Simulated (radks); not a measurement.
Species: Bi2+. Configuration: [Hg] 6p1.

Method: Dirac Kohn-Sham, BLYP, spin-unpolarised, spherical densities, finite nucleus; open shells fill j = l - 1/2 first; Fermi nuclear charge, rms radius 5.5211 fm; computed with a radial shooting solver on a logarithmic mesh with Libxc functionals.

Energy parts (eV):
part                       energy
total                  -587090.59
kinetic                 685762.65
electron-nucleus      -1486373.26
Hartree                 224381.68
exchange-correlation    -10861.66

Orbitals (lengths in bohr, moments of r in powers of bohr):
orbital,occ.,eigenvalue (eV),<r^4>,<r^2>,<r>,small-component weight
1s1/2,2,-90476.52,3.333e-07,0.0003464,0.01580,1.00e-01
2s1/2,2,-16256.99,0.00004749,0.005190,0.06579,2.32e-02
2p1/2,2,-15628.50,0.00002789,0.003643,0.05388,2.34e-02
2p3/2,4,-13308.46,0.00004563,0.004822,0.06292,2.05e-02
3s1/2,2,-3936.372,0.001711,0.03361,0.1710,7.83e-03
3p1/2,2,-3650.500,0.001478,0.03049,0.1615,7.79e-03
3p3/2,4,-3131.076,0.002122,0.03680,0.1780,6.95e-03
3d3/2,4,-2659.539,0.001385,0.02802,0.1545,6.84e-03
3d5/2,6,-2549.394,0.001542,0.02972,0.1595,6.61e-03
4s1/2,2,-916.1106,0.03718,0.1606,0.3770,2.71e-03
4p1/2,2,-791.4758,0.03903,0.1625,0.3777,2.62e-03
4p3/2,4,-663.4339,0.05508,0.1934,0.4125,2.29e-03
4d3/2,4,-459.9673,0.06288,0.2000,0.4161,2.09e-03
4d5/2,6,-436.0680,0.06960,0.2106,0.4272,2.01e-03
5s1/2,2,-174.0442,0.8608,0.7747,0.8315,7.46e-04
4f5/2,6,-171.9961,0.1014,0.2292,0.4381,1.65e-03
4f7/2,8,-166.5044,0.1072,0.2356,0.4442,1.62e-03
5p1/2,2,-130.7481,1.148,0.8826,0.8850,6.59e-04
5p3/2,4,-106.0249,1.701,1.071,0.9747,5.55e-04
5d3/2,4,-45.5474,4.664,1.676,1.205,3.65e-04
5d5/2,6,-42.5242,5.390,1.797,1.247,3.43e-04
6s1/2,2,-30.2419,34.96,4.857,2.081,1.28e-04
6p1/2,1,-20.9019,70.19,6.791,2.453,9.00e-05
6p3/2,0,-18.2512,104.7,8.334,2.721,7.33e-05

The highest occupied level is 6p1/2 at -20.902 eV. The electron density at the nucleus is 2.97e+06 e/bohr^3. For comparison, the ionisation energy in NIST's Atomic Spectra Database is 25.571 eV (measured). In exact Kohn-Sham theory the highest level is minus the ionisation energy, but local and semilocal functionals leave it too shallow, through self-interaction and a potential that decays too fast; potentials with the right tail come closer.

Beside tabulated values, note that spin-unpolarised runs miss the spin-polarisation part of the exchange energy of open shells.
